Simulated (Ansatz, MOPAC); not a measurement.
System: dimethyl(methylsulfanyl)borane, C3H9BS, charge 0, multiplicity 1. SMILES: CSB(C)C

Atoms: C1, S2, B3, C4, C5, H6, H7, H8, H9, H10, H11, H12, H13, H14. Bonds: C1-S2, C1-H6, C1-H7, C1-H8, S2-B3, B3-C4, B3-C5, C4-H9, C4-H10, C4-H11, C5-H12, C5-H13, C5-H14.

Bond lengths (Å) and angles (degrees) optimised at AM1 with MOPAC; HF/6-31G* with Ansatz (an electronic-structure program); B3LYP/LANL2DZ with Ansatz; MP2/6-31G* with Ansatz, each started from the B3LYP-D3(BJ)/def2-TZVP structure (Ansatz) of the last column. A row stands for all coordinates that are equal there; 11 of 24 kinds are shown. 6-31G* holds six Cartesian d functions. No wavenumbers were computed at B3LYP/LANL2DZ, MP2/6-31G*, so these may be saddle points.

```csv
coordinate,AM1,HF/6-31G*,B3LYP/LANL2DZ,MP2/6-31G*,B3LYP-D3(BJ)/def2-TZVP
C1-S2,1.759,1.819,1.894,1.819,1.823
C1-H6,1.113,1.081,1.092,1.091,1.088
S2-B3,1.740,1.812,1.850,1.790,1.792
B3-C4,1.535,1.584,1.578,1.576,1.571
B3-C5,1.535,1.587,1.581,1.579,1.572
C4-H9,1.112,1.089,1.102,1.097,1.096
C4-H10,1.110,1.085,1.096,1.093,1.091
C5-H12,1.111,1.089,1.101,1.096,1.095
C1-S2-B3,106.5,106.5,105.7,105.0,105.7
S2-B3-C4,115.0,116.4,115.6,116.6,116.0
S2-B3-C5,124.4,122.2,121.7,122.0,122.0
```

Mean signed difference of all 13 bond lengths from B3LYP-D3(BJ)/def2-TZVP: AM1 -0.001 Å, HF/6-31G* -0.001 Å, B3LYP/LANL2DZ 0.015 Å, MP2/6-31G* 0.002 Å.
